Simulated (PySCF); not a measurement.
hexafluoro-2-butyne (C4F6), SMILES C(C(F)(F)F)#CC(F)(F)F. Heavy atoms are numbered as in [F:1][C:2]([F:3])([F:4])[C:5]#[C:6][C:7]([F:8])([F:9])[F:10].

Geometry: PBE-D3(BJ)/def2-SVP.

All values below come from PBE0/def2-SVP in PySCF.

Atomic charges (e), one atom of each kind:

| atom | IAO | Löwdin | Mulliken |
|---|---|---|---|
| F1 | -0.26 | -0.05 | -0.17 |
| C2 | 0.81 | 0.19 | 0.65 |
| C5 | -0.03 | -0.04 | -0.15 |

Computed Mayer and Wiberg (Löwdin basis) orders of the bonds:
| bond | Mayer | Wiberg |
|---|---|---|
| F1–C2 | 1.14 | 1.31 |
| C2–F3 | 1.14 | 1.31 |
| C2–F4 | 1.14 | 1.31 |
| C2–C5 | 0.87 | 1.05 |
| C5–C6 | 3.14 | 2.82 |
| C6–C7 | 0.87 | 1.05 |
| C7–F8 | 1.14 | 1.31 |
| C7–F9 | 1.14 | 1.31 |
| C7–F10 | 1.14 | 1.31 |
